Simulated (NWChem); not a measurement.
# InH$_{2}$Br; SMILES [Br][InH2]

```xyz
4

In     0.0000     0.0000    -1.0035
H      0.0000     1.5777    -1.6786
H      0.0000    -1.5777    -1.6786
Br     0.0000     0.0000     1.5008
```
Atoms are numbered in this order, from 1.

All runs: NWChem. The geometry was optimised at PBE0/def2-SVP. def2 effective core potentials on In; no spin-orbit coupling. Vertical excitations in the gas phase; the lowest state need not have the same character in each row.

For level B3LYP/def2-SVPD, full TDDFT:

- lowest excitation, singlet (eV): 4.25
- lowest state with f > 0.02, singlet (eV): 4.92
- orbital gap (eV): 5.24

Task: Estimate the same quantities for level PBE/def2-SVPD, full TDDFT.

Result: 
- lowest excitation, singlet (eV): 3.87
- lowest state with f > 0.02, singlet (eV): 4.57
- orbital gap (eV): 3.83
